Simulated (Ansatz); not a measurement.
```yaml
crystal:
  periodic: [false, false, false]
  atoms:
    - {symbol: F, position_ang: [-2.022083, 1.395599, -0.246836]}
    - {symbol: Si, position_ang: [-0.383183, 0.984535, -0.250709]}
    - {symbol: Si, position_ang: [0.021388, -0.689917, 1.502022]}
    - {symbol: P, position_ang: [0.178139, 0.240867, -2.423200]}
    - {symbol: H, position_ang: [0.432546, 2.293623, 0.001293]}
    - {symbol: H, position_ang: [1.549190, -1.018362, 1.507673]}
    - {symbol: H, position_ang: [-0.396283, -0.178071, 2.917092]}
    - {symbol: H, position_ang: [-0.773579, -1.992239, 1.169053]}
    - {symbol: H, position_ang: [-0.130819, -1.192316, -2.146379]}
    - {symbol: H, position_ang: [1.612046, 0.102623, -2.026860]}
basis:
  gaussian: {orbitals: "6-31G*"}
total_charge: 4
hamiltonian: {xc: {name: PBE-QIDH}}
```

```sh
$ ansatz run in.yaml --threads 2 --pin off --events-out ev --progress --plain --max-ram 4352MiB
```

Output, abridged:

```
Functional definition: PBE-QIDH
812 factors; integrals over basis functions are off by at most 1.2e-3 eV
mean field evaluation 1: about -27724.2993 eV, gradient 1.1e2 eV
mean field evaluation 2: about -27724.3460 eV, gradient 1.1e2 eV
mean field evaluation 4: about -27733.6210 eV, gradient 9.2e1 eV
mean field evaluation 8: about -27754.1147 eV, gradient 6.2e0 eV
mean field evaluation 16: about -27754.0471 eV, gradient 1.5e1 eV
mean field evaluation 32: about -27752.7911 eV, gradient 1.8e1 eV
mean field -27756.13482804 eV, -1020.0191411466 hartree, gradient 2.4e-6 eV, S^2 0.000000; 2 other end points of the search recorded, 0 dependent functions left out; unrestricted orbitals would lower it
16 core orbitals not correlated: weight in the atoms' cores, before any rotation towards them, 1.000 or more for the frozen orbitals, at most 0.000 for the correlated occupied ones
reference -27756.13483995 eV, -1020.0191415842 hartree; 11, 11 occupied and 57, 57 virtual orbitals, 812 factors
second order -15.18490877 eV of doubles, -0.00000000 eV of singles
Total energy: -27761.19647620 eV, -1020.2051532857 hartree
```

In this input the charge is far from anything that the molecule holds. The calculation finished and met its thresholds. The result belongs to that input, not to the molecule as meant.
